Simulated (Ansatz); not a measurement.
C3H8Cl3NSi, SMILES `CC(C)N[Si](Cl)(Cl)Cl`, relaxed with RKS PBE0-D4/def2-TZVP in the Gaussian-basis code of Ansatz from a GFN2-xTB geometry. The force threshold is 0.005 eV/Å; the program also tests the step.

Charge 0, multiplicity 1.

Start:

```xyz
16

C     1.138   -0.027    1.565
C     0.015   -0.246    0.557
C     0.006   -1.683    0.039
N     0.170    0.706   -0.536
Si   -1.072    1.426   -1.458
Cl   -1.906    0.218   -2.863
Cl   -2.526    1.994   -0.188
Cl   -0.237    3.005   -2.395
H     0.999   -0.671    2.429
H     2.101   -0.255    1.113
H     1.145    1.008    1.898
H    -0.945   -0.031    1.034
H    -0.800   -1.818   -0.678
H     0.949   -1.914   -0.451
H    -0.138   -2.378    0.861
H     1.100    0.665   -0.927
```

| step | energy (eV) | largest force (eV/Å) | largest move (Å) |
| --- | --- | --- | --- |
| 1 | -50165.0705 | 1.072 | 0.000 |
| 2 | -50165.1055 | 0.323 | 0.058 |
| 3 | -50165.1135 | 0.083 | 0.028 |
| 4 | -50165.1147 | 0.058 | 0.013 |
| 5 | -50165.1167 | 0.025 | 0.057 |
| 6 | -50165.1191 | 0.094 | 0.128 |
| 7 | -50165.1202 | 0.106 | 0.040 |
| 8 | -50165.1230 | 0.052 | 0.098 |
| 9 | -50165.1237 | 0.174 | 0.195 |
| 10 | -50165.1263 | 0.104 | 0.030 |
| 11 | -50165.1276 | 0.107 | 0.058 |
| 12 | -50165.1291 | 0.061 | 0.045 |
| 13 | -50165.1298 | 0.053 | 0.064 |
| 14 | -50165.1302 | 0.042 | 0.054 |
| 15 | -50165.1307 | 0.028 | 0.048 |
| 16 | -50165.1311 | 0.034 | 0.063 |
| 17 | -50165.1313 | 0.067 | 0.088 |
| 18 | -50165.1315 | 0.058 | 0.005 |
| 19 (rejected) | -50165.1305 | 0.156 | 0.024 |
| 20 | -50165.1318 | 0.023 | 0.012 |
| 21 | -50165.1320 | 0.019 | 0.056 |
| 22 | -50165.1320 | 0.026 | 0.025 |
| 23 | -50165.1320 | 0.020 | 0.013 |
| 24 | -50165.1320 | 0.008 | 0.004 |
| 25 | -50165.1320 | 0.003 | 0.005 |
| 26 | -50165.1320 | 0.003 | 0.006 |
| 27 | -50165.1320 | 0.003 | 0.008 |

End:

```xyz
16

C     0.867    0.011    1.613
C     0.004   -0.369    0.421
C     0.276   -1.788   -0.054
N     0.178    0.586   -0.668
Si   -1.035    1.530   -1.334
Cl   -2.555    0.415   -2.120
Cl   -1.918    2.738    0.054
Cl   -0.204    2.667   -2.800
H     0.714   -0.682    2.443
H     1.927   -0.020    1.342
H     0.632    1.021    1.952
H    -1.047   -0.308    0.727
H    -0.374   -2.046   -0.892
H     1.315   -1.887   -0.385
H     0.111   -2.508    0.751
H     1.109    0.640   -1.050
```

It took 2.2 min on 3 threads of an AMD EPYC 7R13 on a shared host and a share of an NVIDIA H100 80 GB, with 1 GiB of host memory at the peak.
